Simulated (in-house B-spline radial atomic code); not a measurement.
Binding energies in Lu51+

NIST's tabulated ground configuration is [Ar] 3d2; each binding energy is the energy of the ion with one electron taken from that subshell, relaxed, less that of the parent. Level of theory: Dirac-Hartree-Fock, average of configuration, Fermi nucleus of rms radius 5.37 fm; calculated with a radial B-spline atomic code at the basis-set limit. Energies include first-order Breit, QED and recoil terms.

```tsv
subshell	X-ray name	binding energy (eV)	-ε (eV)	relaxation (eV)
2s	L1	14225.3	14273.4	10.0
2p1/2	L2	13726.1	13775.0	12.9
2p3/2	L3	12603.9	12638.5	11.1
3s	M1	5411.7	5422.2	1.4
3p1/2	M2	5204.8	5215.0	1.7
3p3/2	M3	4925.8	4932.6	1.4
3d	M4,5	4630.5	4635.0	1.9
```

Relaxation = -ε minus the binding energy without Breit, QED and recoil terms.

Emission lines follow as differences of binding energies, with λ = 12398.42 eV·Å / E:

```tsv
line	holes	energy (eV)	wavelength (Å)
L1-M3	2s → 3p3/2	9299.5	1.3332
L3-M1	2p3/2 → 3s	7192.2	1.7239
```

Problem. What does it cost to remove both a 2p1/2 and a 3p3/2 electron?

Solution. 18808 eV, which is 156.5 eV more than the two single binding energies together.

Problem. What does it cost to remove both a 2p1/2 and a 3s electron?

Solution. 19291 eV, which is 153.3 eV more than the two single binding energies together.

Problem. What does it cost to remove both a 3s and a 3p1/2 electron?

Solution. 10726 eV, which is 110 eV more than the two single binding energies together.
